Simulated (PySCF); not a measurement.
## BeC⁺ from Hartree–Fock to correlated methods

State: ⁴Σ⁻ (quartet), unpaired electrons σ ↑, π ↑↑. Set-up: PySCF, no relativity, basis sets Be aug-cc-pVDZ, C aug-cc-pVDZ. De refers to Be⁺ + C in their high-spin ground configurations, without counterpoise correction. The functionals are run spin-unrestricted. A positive dipole points towards C; it is taken about the centre of mass and depends on that origin.

| Level | Re (Å) | ωe (cm⁻¹) | De (eV) | μ (D) |
| --- | --- | --- | --- | --- |
| UHF | 1.568 | 1185 | 2.03 | -6.11 |
| UHF-MP2 | 1.584 | 1124 | 2.54 | n/a |
| UHF-SCS-MP2 | 1.580 | 1125 | 2.28 | n/a |
| UHF-CCSD | 1.589 | 1102 | 2.44 | n/a |
| UHF-CCSD(T) | 1.593 | 1087 | 2.48 | n/a |
| PBE | 1.597 | 1068 | 2.99 | -5.22 |
| PW91 | 1.595 | 1072 | 3.03 | -5.23 |
| TPSS | 1.595 | 1082 | 2.95 | -5.32 |
| r²SCAN | 1.589 | 1106 | 3.00 | -5.49 |
| PBE0 | 1.581 | 1121 | 2.86 | -5.50 |
| M06 | 1.580 | 1137 | 2.89 | -5.69 |
| ωB97X | 1.583 | 1130 | 2.64 | -5.90 |

(1) Which functional lies closest to UHF-CCSD(T) in De, which farthest, and by how much do they differ from it?

(2) What does a quarter of exact exchange do here, going from PBE to PBE0?

(3) What does the step from GGA to meta-GGA do here, going from PBE to r²SCAN?

Correlated steps freeze 1 core orbital. Correlated levels converge slowly with the basis: in double zeta they bind strong bonds too weakly, by up to about 1 eV, and carry superposition errors of some tenths. For an ion De counts to the pair picked by the measured ionisation energies or electron affinities, which need not be the lowest pair at this level. The state was picked by a PBE0 search and need not be the measured ground state.

Answers

(1) Closest is ωB97X (-1.0 pm in Re, +4.0 % in ωe, +0.16 eV in De against UHF-CCSD(T) in the same basis), farthest PW91 (+0.2 pm in Re, -1.4 % in ωe, +0.55 eV in De). CCSD(T) converges more slowly with the basis than the functionals do and binds too weakly in this one, so the order can change at the basis-set limit.

(2) PBE0 less PBE: -1.6 pm in Re, +5.0 % in ωe, -0.13 eV in De. Exact exchange removes part of the self-interaction that spreads semilocal densities, and in most molecules shortens and stiffens the bond and lowers De; so it does here.

(3) r²SCAN less PBE: -0.8 pm in Re, +3.6 % in ωe, +0.01 eV in De.
